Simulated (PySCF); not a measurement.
CH5AlO2Se, SMILES C[O][Al]([OH])[SeH].

Geometry optimised at r2SCAN-D4/def2-SVP. One conformer was computed; it need not be the lowest.

Calculation: M06-2X/def2-TZVP run with PySCF.

Isolated molecule, no solvent.

```
Property                                                                                                        Value
---------------------------------------------------------------------------------------------  ----------------------
total energy                                                                                      -2835.71513 hartree
highest occupied level                                                                                       -8.23 eV
lowest empty level                                                                                            0.09 eV
orbital gap                                                                                                   8.32 eV
dipole moment                                                                                                  2.76 D
quadrupole, principal values (traceless, Buckingham form, about the centre of nuclear charge)  -3.73, -3.11, 6.84 D·Å
mean static polarisability                                                                      67.6 bohr³ (10.01 Å³)
polarisability, principal values                                                               54.9, 64.4, 83.4 bohr³
```
